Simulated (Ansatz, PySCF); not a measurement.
The molecule W₂, closed-shell singlet (lowest of 2S+1 = 1, 3, 5, 7, 9, 11 at CCSD(T)/def2-TZVPP on PBE0 minima; our sources give no spin for the ground state, which may be another). No spin–orbit coupling.

Constants: fifth-degree fit in 1/R to seven points, most abundant isotopes. In def2 and cc sets the state is the lowest found near the PBE0 minimum, followed along R. The singlet is held restricted.

Rows in LANL2DZ carry no dispersion term and start afresh at each structure. LANL2DZ brings its own core potentials from Na on.

Codes used: Ansatz (Gaussian orbitals); PySCF for LANL2DZ rows.  In def2 rows elements past Kr take small-core potentials, without spin–orbit coupling.

```tsv
level	r_e (Å)	ω_e (cm⁻¹)	ω_e x_e (cm⁻¹)
SVWN5/def2-TZVPP	2.001	403	0.39
PBE/def2-TZVPP	2.014	[?]	0.39
BP86/LANL2DZ	2.053	397	0.42
B97M-V/def2-TZVPP	1.999	396	0.40
B3LYP/def2-TZVPP	1.999	405	0.38
CAM-B3LYP/def2-TZVPP	1.971	433	0.35
wB97X-V/def2-TZVPP	1.956	448	0.33
wB97M-V/def2-TZVPP	[?]	[?]	0.33
```

Problem. Complete the blanks.

Solution. 
- wB97M-V/def2-TZVPP, r_e (Å): 1.962
- wB97M-V/def2-TZVPP, ω_e (cm⁻¹): 443
- PBE/def2-TZVPP, ω_e (cm⁻¹): 391

Ansatz is a program for electronic structure.
